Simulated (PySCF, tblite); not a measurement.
Isomers of C5H12NSi (doublet state), one GFN2-xTB conformer each. Single-point energies are computed at B3LYP/pcH-1 (PySCF, gas phase, no added dispersion term), electronic only. GFN2-xTB treats the open shell by occupation alone, and not every SCF solution was tested for stability.

```tsv
SMILES	GFN2-xTB relative energy (kcal/mol)
C[CH]CC/C=N/[SiH3]	22.7
CC[Si@H]([NH])C1CC1	36.7
CC[Si](N)C1CC1	29.8
CCCC/C=N/[SiH2]	0.0
CC[Si@@H](N)[C@H]1[CH]C1	48.7
```

Conformers: `[CH3:1][CH:2][CH2:3][CH2:4]/[CH:5]=[N:6]/[SiH3:7]` (doublet state) with C1–C2–C3–C4 85°, C2–C3–C4–C5 -69°, C3–C4–C5–N6 124°; `[CH3:1][CH2:2][Si@H:3]([NH:4])[CH:5]1[CH2:6][CH2:7]1` (doublet state) with C1–C2–Si3–N4 -75°, C2–Si3–N4–H 119°, C2–Si3–C5–C6 96°; `[CH3:1][CH2:2][Si:3]([NH2:4])[CH:5]1[CH2:6][CH2:7]1` (doublet state) with C1–C2–Si3–N4 66°, C2–Si3–N4–H -28° and -176°, C2–Si3–C5–C6 91°; `[CH3:1][CH2:2][CH2:3][CH2:4]/[CH:5]=[N:6]/[SiH2:7]` (doublet state) with C1–C2–C3–C4 180°, C2–C3–C4–C5 -64°, C3–C4–C5–N6 123°, C5–N6–Si7–H 0° and -179°; `[CH3:1][CH2:2][Si@@H:3]([NH2:4])[C@H:5]1[CH:6][CH2:7]1` (doublet state) with C1–C2–Si3–N4 -174°, C2–Si3–N4–H -50° and 171°, C2–Si3–C5–C6 89°.

What does B3LYP/pcH-1 give for the same structures?

| SMILES | B3LYP/pcH-1 E (Eh) | B3LYP/pcH-1 (kcal/mol) | GFN2-xTB (kcal/mol) | point group |
| --- | --- | --- | --- | --- |
| CC[Si](N)C1CC1 | -541.99995 | 0.0 | 29.8 | C1 |
| CCCC/C=N/[SiH2] | -541.97875 | 13.3 | 0.0 | C1 |
| CC[Si@@H](N)[C@H]1[CH]C1 | -541.97356 | 16.6 | 48.7 | C1 |
| C[CH]CC/C=N/[SiH3] | -541.96982 | 18.9 | 22.7 | C1 |
| CC[Si@H]([NH])C1CC1 | -541.95692 | 27.0 | 36.7 | C1 |

GFN2-xTB puts CCCC/C=N/[SiH2] lowest instead; measured from each level's own lowest isomer, the values differ by up to 32.1 kcal/mol (CC[Si@@H](N)[C@H]1[CH]C1: 48.7 against 16.6). Neighbours under 5.0 kcal/mol apart (CCCC/C=N/[SiH2] and CC[Si@@H](N)[C@H]1[CH]C1; CC[Si@@H](N)[C@H]1[CH]C1 and C[CH]CC/C=N/[SiH3]) can change places with a better method, another conformer or zero-point energy.

What happens when harmonic zero-point energies from GFN2-xTB frequencies are added?

| SMILES | ZPE (kcal/mol) | electronic (kcal/mol) | with ZPE (kcal/mol) |
| --- | --- | --- | --- |
| CC[Si](N)C1CC1 | 101.0 | 0.0 | 0.0 |
| CCCC/C=N/[SiH2] | 98.2 | 13.3 | 10.5 |
| CC[Si@@H](N)[C@H]1[CH]C1 | 97.8 | 16.6 | 13.4 |
| C[CH]CC/C=N/[SiH3] | 94.3 | 18.9 | 12.2 |
| CC[Si@H]([NH])C1CC1 | 98.6 | 27.0 | 24.6 |

The zero-point energies span 6.7 kcal/mol. The lowest isomer stays, but the order above it changes.
